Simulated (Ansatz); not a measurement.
`[OH][GaH][NH][InH2]`, charge 0, multiplicity 1.

(1) Give a relaxed structure at PBE0-D4/def2-TZVP (Ansatz). (Estimate.)

## Answers

(1) Ansatz gave: 
Z-matrix (Å, degrees):
```
Ga
N 1 1.818
O 1 1.793 2 114.0
H 1 1.557 2 124.4 3 -180.0
In 2 2.029 1 129.8 3 179.9
H 2 1.012 1 114.1 3 -0.0
H 3 0.959 1 113.9 2 -180.0
H 5 1.714 2 115.8 1 -179.9
H 5 1.713 2 114.3 1 0.1
```
Point group Cs.
This is one stationary point; other conformers may exist.
